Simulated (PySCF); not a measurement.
boron oxyfluoride (BFO), singlet, geometry from GFN2-xTB; DF-M062X/def2-TZVPD run with PySCF.

The PySCF input:
```python
from pyscf import gto, scf, dft
import numpy

mol = gto.M(
    atom='''
F    -0.000000   -0.000000   -1.189254
B     0.000000    0.000000    0.092502
O     0.000000    0.000000    1.280097
''',
    basis='def2-tzvpd',
    charge=0,
    spin=0,
    verbose=4,
)
print('smallest overlap eigenvalue', numpy.linalg.eigvalsh(mol.intor('int1e_ovlp'))[0])

mf = dft.RKS(mol)
mf.xc = 'm062x'
mf = mf.density_fit(auxbasis='def2-universal-jkfit')
mf = scf.addons.remove_linear_dep_(mf, threshold=1e-4, lindep=1e-4)
mf.kernel()
mf.analyze()
```

Question: Write the output that PySCF gives for this input, abridged.

Answer: 
```
PySCF version 2.14.0

[INPUT] verbose = 4
[INPUT] num. atoms = 3
[INPUT] num. electrons = 22
[INPUT] charge = 0
[INPUT] spin (= nelec alpha-beta = 2S) = 0
[INPUT] symmetry False subgroup None
[INPUT] Mole.unit = angstrom
[INPUT] Symbol           X                Y                Z      unit          X                Y                Z       unit  Magmom
[...]
nuclear repulsion = 51.8313524948743
number of shells = 41
number of NR pGTOs = 162
number of NR cGTOs = 117
basis = def2-tzvpd
ecp = {}
input.py:20: DeprecationWarning: remove_linear_dep_ is deprecated and will be removed in a future release. Linear dependency handling is now built into the SCF procedure by default. Linear dependency removal can be controlled using the following settings:
  pyscf.scf.hf.remove_overlap_zero_eigenvalue = True
  pyscf.scf.hf.overlap_zero_eigenvalue_threshold = 1e-6

  mf = scf.addons.remove_linear_dep_(mf, threshold=1e-4, lindep=1e-4)
smallest overlap eigenvalue 3.5517069299101714e-05
Applying remove_linear_dep_ on SCF object.
Using canonical orthogonalization with threshold 0.0001

******** <class 'pyscf.df.df_jk.DFRKS'> ********
method = DFRKS
initial guess = minao
damping factor = 0
level_shift factor = 0
DIIS = <class 'pyscf.scf.diis.CDIIS'>
diis_start_cycle = 1
diis_space = 8
diis_damp = 0
SCF conv_tol = 1e-09
SCF conv_tol_grad = None
SCF max_cycles = 50
direct_scf = False
XC library pyscf.dft.libxc version 7.1.2
    S. Lehtola, C. Steigemann, M. J. T. Oliveira, and M. A. L. Marques,  SoftwareX 7, 1–5 (2018)
XC functionals = m062x
    Y. Zhao and D. G. Truhlar,  Theor. Chem. Acc. 120, 215 (2008)
    Y. Zhao and D. G. Truhlar,  Theor. Chem. Acc. 120, 215 (2008)
radial grids:
    Treutler-Ahlrichs [JCP 102, 346 (1995); DOI:10.1063/1.469408] (M4) radial grids

becke partition: Becke, JCP 88, 2547 (1988); DOI:10.1063/1.454033
pruning grids: <function nwchem_prune>
grids dens level: 3
symmetrized grids: False
atomic radii adjust function: <function treutler_atomic_radii_adjust>
small_rho_cutoff = 0
Set gradient conv threshold to 3.16228e-05
Initial guess from minao.
tot grids = 42392
******** <class 'pyscf.df.df.DF'> ********
auxbasis = def2-universal-jkfit
init E= -200.320924478881
[...]
cycle= 1 E= -199.892127149656  delta_E= 0.429  |g|= 0.82  |ddm|= 1.52
[...]
cycle= 2 E= -199.688758246881  delta_E= 0.203  |g|= 1.36  |ddm|= 0.908
[...]
cycle= 3 E= -200.023405104949  delta_E= -0.335  |g|= 0.109  |ddm|= 0.552
[...]
cycle= 4 E= -200.025092170898  delta_E= -0.00169  |g|= 0.0485  |ddm|= 0.0568
[...]
cycle= 5 E= -200.02543383766  delta_E= -0.000342  |g|= 0.00624  |ddm|= 0.0213
[...]
cycle= 6 E= -200.025446083762  delta_E= -1.22e-05  |g|= 0.00143  |ddm|= 0.00504
[...]
cycle= 7 E= -200.025446736824  delta_E= -6.53e-07  |g|= 0.000352  |ddm|= 0.00127
[...]
cycle= 8 E= -200.025446765457  delta_E= -2.86e-08  |g|= 0.000234  |ddm|= 0.000217
[...]
cycle= 9 E= -200.025446766337  delta_E= -8.8e-10  |g|= 0.000263  |ddm|= 0.000304
[...]
cycle= 10 E= -200.025446766903  delta_E= -5.66e-10  |g|= 0.000255  |ddm|= 6.45e-05
[...]
cycle= 11 E= -200.025446767285  delta_E= -3.82e-10  |g|= 0.000239  |ddm|= 0.000112
[...]
cycle= 12 E= -200.025446754059  delta_E= 1.32e-08  |g|= 0.000351  |ddm|= 0.0001
[...]
cycle= 13 E= -200.025446764423  delta_E= -1.04e-08  |g|= 0.000264  |ddm|= 0.000122
[...]
cycle= 14 E= -200.025446765277  delta_E= -8.54e-10  |g|= 0.000259  |ddm|= 0.000147
[...]
cycle= 15 E= -200.025446765861  delta_E= -5.84e-10  |g|= 0.000257  |ddm|= 1.56e-05
[...]
cycle= 16 E= -200.025446767297  delta_E= -1.44e-09  |g|= 0.000252  |ddm|= 5.64e-05
[...]
cycle= 17 E= -200.025446767303  delta_E= -6.99e-12  |g|= 0.000256  |ddm|= 5.45e-05
[...]
cycle= 18 E= -200.025446770715  delta_E= -3.41e-09  |g|= 0.000212  |ddm|= 8.79e-05
[...]
cycle= 19 E= -200.025446771342  delta_E= -6.27e-10  |g|= 0.000197  |ddm|= 7.35e-05
[...]
cycle= 20 E= -200.025446769381  delta_E= 1.96e-09  |g|= 0.000218  |ddm|= 0.000168
[...]
cycle= 21 E= -200.025446771253  delta_E= -1.87e-09  |g|= 0.000182  |ddm|= 0.00016
[...]
cycle= 22 E= -200.025446765752  delta_E= 5.5e-09  |g|= 0.000201  |ddm|= 0.000151
[...]
cycle= 23 E= -200.025446758202  delta_E= 7.55e-09  |g|= 0.000317  |ddm|= 0.000205
[...]
cycle= 24 E= -200.025446762184  delta_E= -3.98e-09  |g|= 0.00027  |ddm|= 0.000105
[...]
cycle= 25 E= -200.025446758097  delta_E= 4.09e-09  |g|= 0.000312  |ddm|= 0.000155
[...]
cycle= 26 E= -200.02544676221  delta_E= -4.11e-09  |g|= 0.000277  |ddm|= 0.000115
[...]
cycle= 27 E= -200.025446753431  delta_E= 8.78e-09  |g|= 0.000259  |ddm|= 0.000193
[...]
cycle= 28 E= -200.025446759138  delta_E= -5.71e-09  |g|= 0.000258  |ddm|= 0.000163
[...]
cycle= 29 E= -200.025446766411  delta_E= -7.27e-09  |g|= 0.000205  |ddm|= 9.62e-05
[...]
cycle= 30 E= -200.025446770937  delta_E= -4.53e-09  |g|= 0.00021  |ddm|= 0.000134
[...]
cycle= 31 E= -200.025446770811  delta_E= 1.26e-10  |g|= 0.000204  |ddm|= 4.39e-05
[...]
cycle= 32 E= -200.025446765358  delta_E= 5.45e-09  |g|= 0.000272  |ddm|= 9e-05
[...]
cycle= 33 E= -200.025446764474  delta_E= 8.84e-10  |g|= 0.000269  |ddm|= 8.77e-05
[...]
cycle= 34 E= -200.02544676239  delta_E= 2.08e-09  |g|= 0.00028  |ddm|= 0.000196
[...]
cycle= 35 E= -200.025446766033  delta_E= -3.64e-09  |g|= 0.000256  |ddm|= 6.9e-05
[...]
cycle= 36 E= -200.025446769464  delta_E= -3.43e-09  |g|= 0.00018  |ddm|= 0.00018
[...]
cycle= 37 E= -200.025446763755  delta_E= 5.71e-09  |g|= 0.000244  |ddm|= 0.000184
[...]
cycle= 38 E= -200.025446765788  delta_E= -2.03e-09  |g|= 0.000238  |ddm|= 0.000164
[...]
cycle= 39 E= -200.025446746226  delta_E= 1.96e-08  |g|= 0.000404  |ddm|= 0.00017
[...]
cycle= 40 E= -200.025446766296  delta_E= -2.01e-08  |g|= 0.000234  |ddm|= 0.000197
[...]
cycle= 41 E= -200.025446767932  delta_E= -1.64e-09  |g|= 0.00022  |ddm|= 3.53e-05
[...]
cycle= 42 E= -200.025446766393  delta_E= 1.54e-09  |g|= 0.000204  |ddm|= 0.000125
[...]
cycle= 43 E= -200.02544676545  delta_E= 9.42e-10  |g|= 0.000265  |ddm|= 0.000188
[...]
cycle= 44 E= -200.025446769457  delta_E= -4.01e-09  |g|= 0.000193  |ddm|= 0.000154
[...]
cycle= 45 E= -200.025446767414  delta_E= 2.04e-09  |g|= 0.000217  |ddm|= 0.000147
[...]
cycle= 46 E= -200.025446767225  delta_E= 1.89e-10  |g|= 0.00021  |ddm|= 7.83e-05
[...]
cycle= 47 E= -200.025446768777  delta_E= -1.55e-09  |g|= 0.000212  |ddm|= 0.000145
[...]
cycle= 48 E= -200.025446772566  delta_E= -3.79e-09  |g|= 0.000149  |ddm|= 0.000151
[...]
cycle= 49 E= -200.025446768031  delta_E= 4.54e-09  |g|= 0.000195  |ddm|= 6.68e-05
[...]
cycle= 50 E= -200.025446768899  delta_E= -8.68e-10  |g|= 0.000198  |ddm|= 0.000119
SCF not converged.
SCF energy = -200.025446768899
**** SCF Summaries ****
Total Energy =                        -200.025446768898689
Nuclear Repulsion Energy =              51.831352494874338
One-electron Energy =                 -378.376058951676839
Two-electron Energy =                  126.519259687903826
Two-electron Coulomb Energy =          149.630113715617853
DFT Exchange-Correlation Energy =      -23.110854027714026
HOMO-LUMO gap [eV] =                    11.588505501376947
**** MO energy ****
[...]
 ** Mulliken pop on meta-lowdin orthogonal AOs  **
 ** Mulliken pop  **
 ** Mulliken atomic charges  **
charge of    0F =     -0.25875
charge of    1B =      0.71861
charge of    2O =     -0.45985
Dipole moment(X, Y, Z, Debye):  0.00000, -0.00001, -2.13276
```

The run did not converge; its last values are not results.
